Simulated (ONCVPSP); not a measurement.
Plane-wave convergence, ONCV potential for Zr

ONCVPSP 4.0.1 input, shortened (lines: element, Z, core and valence counts, functional; n l f; lmax; l rc ep ncon nbas qcut; lloc lpopt rc5 dvloc0; l nproj debl; icmod fcfact rcfact), BLYP, fully relativistic:

```
  Zr 40.00    7    3  -106131      upf
    1    0    2.00
    2    0    2.00
    2    1    6.00
    3    0    2.00
    3    1    6.00
    3    2   10.00
    4    0    2.00
    4    1    6.00
    4    2    2.00
    5    0    1.00
    2
    0    2.85    0.00    5    8    1.80
    1    2.10    0.00    5    8    6.70
    2    2.75    0.00    3    7    5.60
    1    5    2.10    0.00
    0    2    0.50
    1    0    1.90
    2    3    2.00
    0    0.00    0.00
```

Open shells are filled in proportion to 2j + 1.

Question: For each optimised wave give the share of its norm inside rc, the residual kinetic energy above qcut (Ha) and the cutoffs (Ha) for errors of 10, 1, 0.1 and 0.01 mHa per electron.

Answer:

```csv
wave,norm inside rc,residual KE,10 mHa,1 mHa,0.1 mHa,0.01 mHa
5s,0.332,6.3e-03,1.4,4.2,15.4,20.3
s projector 2,0.205,2.5e-02,3.5,19.5,25.8,29.2
4p j=3/2,0.913,4.8e-06,7.1,9.6,17.3,21.0
4p j=1/2,0.924,4.0e-06,7.6,9.7,16.2,20.6
4d j=5/2,0.771,2.4e-07,8.1,10.3,12.2,13.5
d projector 2 j=5/2,0.178,6.1e-06,9.5,11.9,13.7,15.7
d projector 3 j=5/2,0.137,1.8e-04,12.0,14.2,17.3,36.2
4d j=3/2,0.778,2.5e-07,8.1,10.3,12.2,13.5
d projector 2 j=3/2,0.178,6.4e-06,9.5,11.9,13.7,15.8
d projector 3 j=3/2,0.137,1.9e-04,12.1,14.3,17.4,36.6
```

The occupied waves need 10 Ha and 17 Ha for 1 and 0.1 mHa. Note: ghosts flagged at negative energy: s at -5.5 eV; no localised positive-energy state flagged. A true bound ghost makes a file unfit for plane-wave use. The potential misses its own reference levels by up to 1.2 eV, so it is not fit for use. 1 of 4 tests not solved or not reliable.
